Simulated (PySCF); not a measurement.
Question: Write Cartesian coordinates for InChI=1S/C5H3NS/c6-3-5-1-2-7-4-5/h1-2,4H as optimised with PBE0-D3(BJ)/def2-SVP.

Answer: 
```xyz
10
C5H3NS angstrom
N     -3.080   -0.526    0.055
C     -1.947   -0.280    0.021
C     -0.552    0.011   -0.020
C      0.478   -0.977    0.094
C      1.725   -0.424    0.022
S      1.659    1.280   -0.182
C     -0.046    1.286   -0.174
H      0.283   -2.042    0.222
H      2.687   -0.932    0.078
H     -0.609    2.212   -0.282
```

Orientation and origin are arbitrary. Atoms count from 1 in this order. The C–C distances run from 1.366 Å (C4–C5, aromatic) to 1.432 Å (C3–C4, aromatic), a spread of 0.066 Å. The 7 heavy atoms lie in one plane (0.000 Å rms). The 5-membered ring C3–C4–C5–S6–C7 has internal angles of 92.4° to 112.5°; it is planar, 0.00 Å rms from its mean plane, widest ring torsion 0°.

Bonds between heavy atoms (Å): N1≡C2 1.160, C2–C3 1.426, C3–C4 1.432, C4–C5 1.366, C5–S6 1.718, S6–C7 1.705, C3–C7 1.380.

Theory: PBE0-D3(BJ)/def2-SVP geometry optimisation, gas phase (PySCF 2.14.0).

Point group: Cs (tolerance 0.08 Å). Stationary, but not proved a minimum.
